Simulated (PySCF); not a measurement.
C₃F₆, triplet, at a GFN2-xTB geometry (a higher spin typed on purpose: for a closed-shell molecule this is an excited state). Base run: R2SCAN/6-31G* run with PySCF.

Input for PySCF:
```python
from pyscf import gto, scf, dft

mol = gto.Mole()
mol.atom = '''
    F     2.241806   -0.015048   -0.672254
    C     1.482565    0.212104    0.400842
    F     1.636662    1.474212    0.803833
    C     0.180451   -0.406710    0.491762
    F    -0.019770   -1.379044    1.381178
    C    -1.033028   -0.073828   -0.351571
    F    -2.075112    0.305645    0.398348
    F    -0.759590    0.916729   -1.196514
    F    -1.443988   -1.123538   -1.075279
'''
mol.basis = '6-31g*'
mol.charge = 0
mol.spin = 2
mol.verbose = 4
mol.build()

mf = dft.UKS(mol)
mf.xc = 'r2scan'
mf.kernel()
mf.analyze()
```

Each row names what was changed in the base input (with any setting that the change needs).

```json
[
 {"change": "base", "ΔE vs base (mEh)": "0.000", "fitting functions": "-", "dipole (D)": "0.52"},
 {"change": "auxbasis = even-tempered beta=2.0", "ΔE vs base (mEh)": "-0.270", "fitting functions": "1110", "dipole (D)": "0.52"},
 {"change": "auxbasis = default (with mf = mf.density_fit())", "ΔE vs base (mEh)": "-0.360", "fitting functions": "630", "dipole (D)": "0.52"},
 {"change": "auxbasis = even-tempered beta=3.0", "ΔE vs base (mEh)": "-1.378", "fitting functions": "717", "dipole (D)": "0.52"},
 {"change": "auxbasis = autoaux", "ΔE vs base (mEh)": "-0.257", "fitting functions": "1038", "dipole (D)": "0.52"},
 {"change": "auxbasis = def2-svp-ri", "ΔE vs base (mEh)": "-34.242", "fitting functions": "432", "dipole (D)": "0.52"},
 {"change": "auxbasis = def2-universal-jfit", "ΔE vs base (mEh)": "-0.315", "fitting functions": "441", "dipole (D)": "0.52"},
 {"change": "auxbasis = cc-pvdz-jkfit", "ΔE vs base (mEh)": "-0.360", "fitting functions": "630", "dipole (D)": "0.52"},
 {"change": "auxbasis = even-tempered beta=1.6", "ΔE vs base (mEh)": "-0.017", "fitting functions": "1632", "dipole (D)": "0.52"},
 {"change": "auxbasis = def2-universal-jkfit", "ΔE vs base (mEh)": "-0.192", "fitting functions": "687", "dipole (D)": "0.52"}
]
```

A fitting set is made for a task (jfit for Coulomb, jkfit for Coulomb and exchange, ri for correlation) and for a family of orbital bases.

Open shells are given as the SCF converged; they aren't shown to be the lowest states, and a large step between rows can be another state.
